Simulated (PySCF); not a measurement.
Two species compared at the same levels of theory.

First species: C5H12O3Si2.
InChI=1S/C5H12O3Si2/c6-3-7-4-1-5(2-4)10-8-9/h3-5H,1-2,10H2,9H3/t4-,5+

Second species: C₇H₁₄Si₂.
Geometry (GFN2-xTB, Å), atoms numbered from 1 in this order:
```
atom  x, y, z in Å
C1    -2.1525   -0.0968    2.5485
C2    -1.0801   -0.3575    2.0706
C3     0.2002   -0.6781    1.5846
C4     0.5764   -0.5846    0.3006
C5     1.9793   -0.9169   -0.0800
Si6    3.0623    0.6552   -0.1196
Si7   -0.6048    0.0084   -1.0602
C8    -2.0845   -1.1799   -1.1923
C9    -1.1871    1.7807   -0.6915
H10   -3.0954    0.1374    2.9447
H11    0.8981   -1.0200    2.3451
H12    2.0009   -1.3882   -1.0630
H13    2.4134   -1.6206    0.6344
H14    3.0573    1.2707    1.2091
H15    2.5310    1.5973   -1.1048
H16    4.4281    0.2672   -0.4829
H17    0.1400   -0.0085   -2.3373
H18   -2.7849   -0.8505   -1.9535
H19   -2.6195   -1.2403   -0.2497
H20   -1.7630   -2.1839   -1.4524
H21   -0.3478    2.4679   -0.6423
H22   -1.8658    2.1410   -1.4584
H23   -1.7063    1.8271    0.2607
```

Levels: PBE0/pcSseg-1 for dipole moment, HOMO energy, LUMO energy and HOMO–LUMO gap; GFN2-xTB for rotational constant A and rotational constant C. Geometries: GFN2-xTB. Each species is one conformer at its optimised geometry, gas phase, non-relativistic unless stated; the electronic structure was computed with PySCF and density fitting.

The conformers computed, where there is a choice (atom-mapped SMILES and torsion angles):
- `[O:1]=[CH:2][O:3][C@H:4]1[CH2:5][C@@H:6]([SiH2:7][O:8][SiH3:9])[CH2:10]1`: O1–C2–O3–C4 0°, C2–O3–C4–C5 138°, C5–C6–Si7–O8 53°
- `[CH:1]#[C:2]/[CH:3]=[C:4](/[CH2:5][SiH3:6])[SiH:7]([CH3:8])[CH3:9]`: C3–C4–C5–Si6 -94°, C3–C4–Si7–C8 -62°

(1) Which has the higher rotational constant C?

(2) Which of the two has the higher LUMO energy, and by how much?

(3) Which has the higher HOMO–LUMO gap?

(4) Which of the two has the higher rotational constant A, and by how much?

(5) Which of the two has the higher dipole moment, and by how much?

(6) Which has the higher HOMO energy?

Results:

(1) The second: 0.637 GHz against 0.434 GHz, a difference of 0.203 GHz.

(2) The first: 0.15 eV against -1.12 eV, a difference of 1.27 eV.

(3) The first: 8.11 eV against 5.55 eV, a difference of 2.56 eV.

(4) The first: 1.517 GHz against 1.427 GHz, a difference of 0.090 GHz.

(5) The first: 1.48 D against 0.33 D, a difference of 1.15 D.

(6) The second: -6.67 eV against -7.96 eV, a difference of 1.29 eV.

On the first: In atomic units the dipole is 0.58 e·bohr (1 au = 2.5417 D). GFN2-xTB frequencies show an imaginary mode (41i cm⁻¹), so this geometry is no minimum at that level.

On the second: The dipole matches unit charges of opposite sign 0.07 Å apart (1 e·Å = 4.8032 D). A dipole of 0.33 D is allowed in C1, and pure rotational transitions are dipole-allowed.
